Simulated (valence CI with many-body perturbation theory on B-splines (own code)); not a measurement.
## Ti⁺: calculated level list

Calculated by valence CI with perturbative core correlation (CI+MBPT): three valence electrons over a frozen Dirac-Fock core [Ar], radial functions for each j: 7 s, 7 p, 8 d, 6 f, 4 g, 1 h, with the one-electron correlation potential Σ1 (screened to all orders), the two-electron term Σ2, the three-electron term Σ3, Breit, model QED; selected single and double excitations, second order for the rest, scaled by the run's own slope (own B-spline code, finite nucleus).

Against 52 measured levels this calculation errs by 450 cm⁻¹ on average and by 1295 at most. These come from a selection out of the NIST Handbook of Basic Atomic Spectroscopic Data. Levels without a partner in it may be off by more, other configurations by 1,000 to 4,000 cm⁻¹.

Levels 181 to 212 of 212, with energies above the lowest level, 3d²4s ⁴F_3/2. "Leading %" is the weight of the configuration and term that name the level; weights of strongly mixed levels are sums over their largest components and can fall short. In the jj column 3d3/2^4 stands for four electrons in 3d with j = 3/2.

| No. | Configuration | Term | J | E (cm⁻¹) | Leading % | Leading jj | g |
| --- | --- | --- | --- | --- | --- | --- | --- |
| 181 | 3d²4d | ⁴D | 3/2 | 76276 | 69 | 3d3/2 3d5/2 4d3/2 (53 %) | 1.000 |
| 182 | 3d²4d | ⁴D | 5/2 | 76321 | 59 | 3d5/2^2 4d3/2 (30 %) | 1.253 |
| 183 | 3d²4d | ⁴F | 7/2 | 76350 | 48 | 3d3/2 3d5/2 4d5/2 (31 %) | 1.329 |
| 184 | 3d²4d | ⁴F | 9/2 | 76389 | 92 | 3d5/2^2 4d5/2 (50 %) | 1.331 |
| 185 | 3d²4d | ²F | 5/2 | 77126 | 94 | 3d3/2 3d5/2 4d5/2 (41 %) | 0.857 |
| 186 | 3d²4d | ²F | 7/2 | 77151 | 94 | 3d3/2 3d5/2 4d5/2 (32 %) | 1.142 |
| 187 | 3d²4d | ⁴P | 3/2 | 77495 | 69 | 3d3/2 3d5/2 4d3/2 (46 %) | 1.651 |
| 188 | 3d²4d | ⁴P | 1/2 | 77502 | 62 | 3d3/2 3d5/2 4d3/2 (66 %) | 2.113 |
| 189 | 3d²4d | ⁴P | 5/2 | 77565 | 87 | 3d3/2 3d5/2 4d5/2 (47 %) | 1.600 |
| 190 | 3d²4d | ²P | 1/2 | 77685 | 62 | 3d3/2 3d5/2 4d5/2 (47 %) | 1.221 |
| 191 | 3d²4d | ²P | 3/2 | 77808 | 68 | 3d5/2^2 4d5/2 (48 %) | 1.408 |
| 192 | 3d²4d | ²D | 5/2 | 78365 | 95 | 3d3/2 3d5/2 4d3/2 (34 %) | 1.200 |
| 193 | 3d²4d | ²D | 3/2 | 78414 | 94 | 3d3/2 3d5/2 4d5/2 (51 %) | 0.807 |
| 194 | 3d²4d | ²G | 7/2 | 79524 | 86 | 3d3/2 3d5/2 4d3/2 (39 %) | 0.889 |
| 195 | 3d²4d | ²G | 9/2 | 79565 | 86 | 3d3/2 3d5/2 4d5/2 (38 %) | 1.110 |
| 196 | 3d²4d | ²I | 11/2 | 79846 | 96 | 3d3/2 3d5/2 4d3/2 (65 %) | 0.923 |
| 197 | 3d²4d | ²I | 13/2 | 79868 | 96 | 3d3/2 3d5/2 4d5/2 (76 %) | 1.077 |
| 198 | 3d²5p | ²F° | 5/2 | 79898 | 95 | 3d5/2^2 5p1/2 (35 %) | 0.862 |
| 199 | 3d²5p | ²F° | 7/2 | 79974 | 95 | 3d5/2^2 5p3/2 (39 %) | 1.145 |
| 200 | 3d²4d | ²H | 9/2 | 80081 | 78 | 3d3/2 3d5/2 4d3/2 (38 %) | 0.910 |
| 201 | 3d²5p | ²P° | 3/2 | 80116 | 77 | 3d5/2^2 5p1/2 (26 %) | 1.301 |
| 202 | 3d²4d | ²H | 11/2 | 80135 | 79 | 3d3/2 3d5/2 4d5/2 (58 %) | 1.091 |
| 203 | 3d²5p | ²P° | 1/2 | 80171 | 80 | 3d5/2^2 5p3/2 (30 %) | 0.721 |
| 204 | 3d²5p | ²D° | 3/2 | 80337 | 73 | 3d5/2^2 5p3/2 (24 %) | 0.843 |
| 205 | 3d²5p | ²D° | 5/2 | 80390 | 79 | 3d5/2^2 5p3/2 (32 %) | 1.199 |
| 206 | 3d²5p | ²S° | 1/2 | 80807 | 61 | 3d5/2^2 5p3/2 (26 %) | 1.962 |
| 207 | 3d²4f | ⁴H° | 7/2 | 80810 | 68 | 3d3/2^2 4f5/2 (65 %) | 0.740 |
| 208 | 3d²4f | ⁴H° | 9/2 | 80861 | 60 | 3d3/2^2 4f7/2 (58 %) | 0.985 |
| 209 | 3d²4f | ²G° | 7/2 | 80867 | 39 | 3d3/2^2 4f7/2 (61 %) | 0.968 |
| 210 | 3d²4f | ⁴G° | 5/2 | 80908 | 64 | 3d3/2^2 4f5/2 (40 %) | 0.739 |
| 211 | 3d²4f | ⁴I° | 9/2 | 80928 | 54 | 3d3/2^2 4f5/2 (60 %) | 0.858 |
| 212 | 3d²4f | ⁴H° | 11/2 | 80942 | 49 | 3d3/2^2 4f7/2 (46 %) | 1.072 |

Names give the largest LS component (configuration and term), which can be under half, so a name can repeat, a term be missing and a line seem to break the LS rules; names also repeat where a configuration has a term twice.

Where two levels of one J and parity lie close, their mixing, g and order are uncertain.
